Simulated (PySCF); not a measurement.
These 4 structures share the formula C3H8Si. Level of theory: PBE0-D3(BJ)/def2-SVP geometry optimisation, gas phase in PySCF 2.14.0. One conformer each; no zero-point energy, no entropy. No frequencies were run at this level. Point groups hold within 0.08 Å.

Problem. Rank from lowest to highest electronic energy at this level (kcal/mol).
A. `[CH2:1]=[CH:2][CH2:3][SiH3:4]` with C1–C2–C3–Si4 106°
B. `C[SiH]1CC1`
C. `[SiH3]C1CC1`
D. SiH2Me(vinyl), `C=C[SiH2]C`

Solution. D (0.0), B (4.0), A (6.3), C (7.5).

Neighbours under 2.5 kcal/mol apart (C[SiH]1CC1 and C=CC[SiH3]; C=CC[SiH3] and [SiH3]C1CC1) can change places with a better method, another conformer or zero-point energy.

```
            SMILES      E (Eh)  E rel (kcal/mol)  dipole (D)  point group      A, B, C (MHz)
[H][Si]([H])(C)C=C  -408.16182               0.0        0.75           C1  13589, 3012, 2790
        C[SiH]1CC1  -408.15545               4.0        0.83           Cs  11835, 3922, 3865
        C=CC[SiH3]  -408.15173               6.3        0.52           C1  15599, 2750, 2634
       [SiH3]C1CC1  -408.14985               7.5        0.93           Cs  14112, 3534, 3309
```
